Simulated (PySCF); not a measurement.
Correlation energy of W⁺ (tungsten, charge +1)

[Xe] 4f14 5d3 6s2, high-spin 4F determinant (an excited configuration). Calculation: PySCF 2.14, in aug-cc-pVDZ-PP with ECP60MDF; scalar relativity through the core potential. Frozen: 5s2 5p6; 5 electrons correlated.

```csv
level,correlation energy (mhartree)
CCSD,-79.08
(T),-5.44
CCSD(T),-84.52
```

Diagnostics: T1 = 0.014, D1 = 0.0381, largest double amplitude 0.135.

Q: Is a single reference adequate?

A: Mostly. T1 lies below 0.03, but a double amplitude of this size points to a near-degeneracy that CCSD handles and MP2 describes poorly.
